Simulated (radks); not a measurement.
Problem. Isoelectronic series with 26 electrons, all held in the configuration [Ar] 3d6 4s2, which need not be the ground one along the series. Method: Dirac Kohn-Sham, PBE, spin-unpolarised, spherical densities, finite nucleus; open shells are shared between the two j in proportion to 2j + 1; Fermi nuclear charge, rms radius of each element as measured or else 0.836 A^(1/3) + 0.57 fm; computed with a radial shooting solver on a logarithmic mesh with Libxc functionals. Total energies (hartree) and orbital eigenvalues (eV):

ion,E (hartree),4s1/2,3d5/2
Fe,-1272.47139,-5.2916,-7.4446
Co+,-1392.61597,-14.5267,-22.7010
Ni2+,-1518.76847,-26.2081,-42.3482
Cu3+,-1650.91347,-40.0670,-65.8428
Zn4+,-1789.05082,-55.9681,-92.9087
Ge6+,-2083.33483,-93.6155,-157.1798
As7+,-2239.50912,-115.2825,-194.2188
Se8+,-2401.72759,-138.8139,-234.4574
Br9+,-2570.01053,-164.1959,-277.8612
Kr10+,-2744.37957,-191.4193,-324.4039
Rb11+,-2924.85829,-220.4786,-374.0652
Sr12+,-3111.47145,-251.3707,-426.8291
Zr14+,-3503.20809,-318.6514,-541.6149
Nb15+,-3708.38779,-355.0424,-603.6177
Mo16+,-3919.81475,-393.2712,-668.6834
Tc17+,-4137.52362,-433.3419,-736.8060
Ru18+,-4361.54361,-475.2592,-807.9805
Rh19+,-4591.91288,-519.0292,-882.2023

Estimate the row of Ga5+.

Solution. E (hartree) -1933.18730; 4s1/2 -73.8337; 3d5/2 -123.3876.
